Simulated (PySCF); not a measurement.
Species: C₄H₈SSi₂.
Structure used (GFN2-xTB), in Å, numbered top down from 1:
```
atom  x, y, z in Å
C1     2.7988   -0.2667   -1.4503
C2     1.7587    0.1312   -1.0093
C3     0.5197    0.5957   -0.4543
Si4   -0.9466   -0.5969   -0.7511
C5    -2.1920    0.0313    0.5499
S6    -1.3816    0.6183    2.0918
Si7    0.6479    0.8624    1.4371
H8     3.7064   -0.6082   -1.8489
H9     0.2804    1.5583   -0.9198
H10   -1.5258   -0.4537   -2.0879
H11   -0.5608   -1.9776   -0.4576
H12   -2.7829    0.8672    0.1786
H13   -2.8864   -0.7445    0.8617
H14    1.0812    2.2125    1.7791
H15    1.4785   -0.1636    2.0589
```

Method used: PySCF, TDDFT CAM-B3LYP/def2-SVPD, vertical, gas phase, core orbitals frozen in the response.

```
state  E (eV)  E (kJ/mol)  λ (nm)       f      main configurations (H = HOMO, L = LUMO)
   S1    5.30         511   234.0  0.0005                         H→L (78%), H→L+2 (9%)
   S2    5.96         575   208.0   0.016                      H→L+1 (65%), H→L+2 (16%)
   S3    6.35         612   195.4  0.0059                      H→L+2 (63%), H→L+1 (15%)
   S4    6.35         613   195.3  0.0017  H-1→L+10 (16%), H-1→L+8 (15%), H-1→L+4 (14%)
   S5    6.49         626   191.1   0.016                    H-1→L (48%), H-1→L+1 (11%)
   S6    6.57         634   188.8   0.012                                 H-1→L+1 (64%)
   S7    6.69         645   185.5  0.0035     H-2→L+6 (16%), H-2→L (15%), H-2→L+4 (14%)
   S8    6.81         657   182.2   0.011       H-1→L (15%), H-3→L (11%), H-2→L+5 (10%)
```

Triplets (Tamm–Dancoff): T1 4.82 eV, H→L (72%), H→L+2 (10%); T2 5.39 eV, H-1→L+6 (15%), H-1→L+5 (10%), H-1→L+11 (10%); T3 5.68 eV, H→L+1 (62%), H→L+3 (11%).

The lowest singlet lies at 5.30 eV (234 nm, ultraviolet) and is very weak; its leading configuration is HOMO→LUMO (78%). The largest oscillator strength of a single state is 0.016. S3/S4 lie within about 0.01 eV of each other. Löwdin shares by element: HOMO sulfur 68%, carbon 11% or more, silicon 9% or more; LUMO sulfur 31%, silicon 28%, carbon 10% or more (atoms not listed hold the other 31%). Of the 8 states listed, 4 reach f = 0.01 and none stays under 0.0005. Weighted by f, the mean energy of these states is 6.41 eV. Orbital energies (eV): HOMO-3 -9.73, HOMO-2 -9.11, HOMO-1 -8.62, HOMO -8.16, LUMO 0.64, LUMO+1 0.90, LUMO+2 1.01. Only the lowest 8 singlets were computed, as vertical energies without vibronic structure.

One conformer stands for the species.
